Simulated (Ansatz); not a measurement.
SiW2: single points at one geometry.

```yaml
crystal:
  periodic: [false, false, false]
  atoms:
    - {symbol: W, position_ang: [-1.210495, -0.196192, -0.552196]}
    - {symbol: W, position_ang: [0.061643, 0.793845, 1.083843]}
    - {symbol: Si, position_ang: [1.148852, -0.597643, -0.531649]}
basis:
  gaussian: {orbitals: def2-TZVP, initial_orbitals: start.molden}
magnetization: {spin_polarized: true, initial_magnetization: 4}
hamiltonian: {xc: {text: "exchange = 0.95*pbe_x + 0.05*exact_x\ncorrelation = pbe_c"}}
scf: {omitted_lower_state_checks: [starts]}
output: {orbitals: {seedname: orbitals}}
```

The file start.molden holds the orbitals of an earlier run on this structure, at another level or in another basis.

```sh
$ ansatz run in.yaml --threads 4 --pin off --events-out ev --progress --plain --max-ram 3916MiB
```

It prints (some lines left out):

```
Functional definition: unnamed
  exchange = 0.95*pbe_x + 0.05*exact_x
  correlation = pbe_c
these checks for a lower state are left out or cut short: starts
900 factors; their error is unknown
mean field evaluation 1: about -11522.3937 eV, gradient 4.5e0 eV
mean field evaluation 2: about -11522.4662 eV, gradient 1.5e-1 eV
mean field evaluation 4: about -11522.4684 eV, gradient 1.0e-2 eV
mean field evaluation 8: about -11522.4684 eV, gradient 3.6e-5 eV
mean field -11522.46838066 eV, -423.4429027798 hartree, gradient 7.3e-6 eV, S^2 6.023814; 0 other end points of the search recorded, 0 dependent functions left out
reference -11522.46841111 eV, -423.4429038987 hartree; 23, 19 occupied and 94, 98 virtual orbitals, 900 factors
Total energy: -11522.46841111 eV, -423.4429038987 hartree
Checks for a lower state left out: starts
```

Hardware: 4 threads of Intel Xeon 6975P-C on a shared host. Wall time 3 s.

First input, but with `hamiltonian: {xc: {name: PBE-QIDH}}` and without the key `output` (abridged; 5.5 s):

```
Functional definition: PBE-QIDH
mean field -11501.40099796 eV, -422.6686907454 hartree, gradient 3.9e-6 eV, S^2 6.113177
5 core orbitals not correlated: weight in the atoms' cores, before any rotation towards them, 1.000 or more for the frozen orbitals, at most 0.000 for the correlated occupied ones
second order -29.04028260 eV of doubles, -0.00000000 eV of singles
Total energy: -11511.08110170 eV, -423.0244279966 hartree
Checks for a lower state left out: starts
```

As the first input, with `hamiltonian: {xc: pbe, dispersion: d4}` (abridged; 2.4 s):

```
Functional definition: PBE
mean field evaluation 16: about -11523.0429 eV, gradient 3.0e-6 eV
mean field -11523.04287891 eV, -423.4640152011 hartree, gradient 3.0e-6 eV, S^2 6.021522
Total energy: -11523.17854045 eV, -423.4690006704 hartree
Checks for a lower state left out: starts
```

First input, but with `hamiltonian: {xc: {text: "exchange = 0.90*pbe_x + 0.10*exact_x\ncorrelation = pbe_c"}}` (abridged; 3.4 s):

```
Functional definition: unnamed
mean field -11521.90345418 eV, -423.4221421146 hartree, gradient 6.9e-6 eV, S^2 6.026331
Total energy: -11521.90348298 eV, -423.4221431728 hartree
Checks for a lower state left out: starts
```

First input, but with `hamiltonian: {xc: {name: revPBE}, dispersion: d4}` (abridged; 5.5 s):

```
Functional definition: revPBE
mean field evaluation 16: about -11527.2297 eV, gradient 2.1e-3 eV
mean field evaluation 32: about -11527.2297 eV, gradient 2.3e-3 eV
mean field -11527.22967506 eV, -423.6178771216 hartree, gradient 9.8e-6 eV, S^2 6.033540; 2 other end points of the search recorded, 0 dependent functions left out
Total energy: -11527.44492948 eV, -423.6257875757 hartree
Checks for a lower state left out: starts
```

First input, but with `gaussian: {orbitals: def2-TZVPP, initial_orbitals: start.molden}`, `correlation: {method: ccsd_t}`, `scf: {omitted_lower_state_checks: [starts, cluster_reference]}` and without the key `hamiltonian` (abridged; 34 s):

```
Functional definition: HF
mean field evaluation 16: about -11470.1496 eV, gradient 1.5e-4 eV
mean field evaluation 32: about -11470.3340 eV, gradient 8.7e-2 eV
mean field -11470.33427748 eV, -421.5270098254 hartree, gradient 2.2e-6 eV, S^2 7.860721; 1 other end points of the search recorded, 0 dependent functions left out
5 core orbitals not correlated: weight in the atoms' cores, before any rotation towards them, 1.000 or more for the frozen orbitals, at most 0.000 for the correlated occupied ones
second order -25.70682737 eV of doubles, -0.00000000 eV of singles
cycle   1  -22.54632856 eV  change     3.2e0 eV  update   3.3e-1
cycle   2  -24.26960941 eV  change    -1.7e0 eV  update   1.6e-1
cycle   3  -24.82957669 eV  change   -5.6e-1 eV  update   1.1e-1
cycle   4  -25.05847060 eV  change   -2.3e-1 eV  update   6.5e-2
cycle   5  -25.16607296 eV  change   -1.1e-1 eV  update   3.8e-2
cycle   6  -25.25797596 eV  change   -9.2e-2 eV  update   2.2e-2
cycle   7  -25.28401094 eV  change   -2.6e-2 eV  update   1.4e-2
cycle   8  -25.30215058 eV  change   -1.8e-2 eV  update   8.4e-3
[...]
cycle  15  -25.31842703 eV  change   -1.3e-4 eV  update   5.1e-4
cycle  16  -25.31770564 eV  change    7.2e-4 eV  update   3.4e-4
cycle  17  -25.31772304 eV  change   -1.7e-5 eV  update   2.4e-4
cycle  18  -25.31772368 eV  change   -6.5e-7 eV  update   1.5e-4
cycle  19  -25.31790782 eV  change   -1.8e-4 eV  update   1.2e-4
cycle  20  -25.31811836 eV  change   -2.1e-4 eV  update   8.5e-5
cycle  21  -25.31821878 eV  change   -1.0e-4 eV  update   6.4e-5
cycle  22  -25.31818675 eV  change    3.2e-5 eV  update   4.4e-5
cycle  23  -25.31820053 eV  change   -1.4e-5 eV  update   3.3e-5
cycle  24  -25.31812187 eV  change    7.9e-5 eV  update   2.4e-5
cycle  25  -25.31810145 eV  change    2.0e-5 eV  update   1.6e-5
perturbative correction -2.04415843 eV, -0.0751214368 hartree
Total energy: -11497.69653736 eV, -422.5325543294 hartree
Checks for a lower state left out: starts, cluster_reference
```

As the first input, with `hamiltonian: {xc: {text: "exchange = 0.50*pbe_x + 0.50*exact_x\ncorrelation = pbe_c"}}` (abridged; 4.2 s):

```
Functional definition: unnamed
mean field -11517.71677578 eV, -423.2682845212 hartree, gradient 9.4e-6 eV, S^2 6.056865
Total energy: -11517.71679154 eV, -423.2682851003 hartree
Checks for a lower state left out: starts
```

Geometry: PBE0-D4/def2-TZVP.

In the def2 sets W takes a core potential; there is no spin–orbit coupling. Correlated methods freeze 5 core orbitals; core or outer-core shells of W are correlated, in sets that lack core-valence functions. At CCSD(T)/def2-TZVPP T1 of the charge 0 quintet is large (up to 0.090), so the single-reference result is doubtful. At CCSD(T)/def2-TZVPP the charge 0 quintet is spin-contaminated (final ⟨S²⟩ up to 7.86, 6.00 for a pure state). At PBE0-D4/def2-TZVP a broken-symmetry singlet of charge 0 lies 1.20 eV below the quintet, each at its own geometry. The structure comes from a short search, and lower isomers may exist.
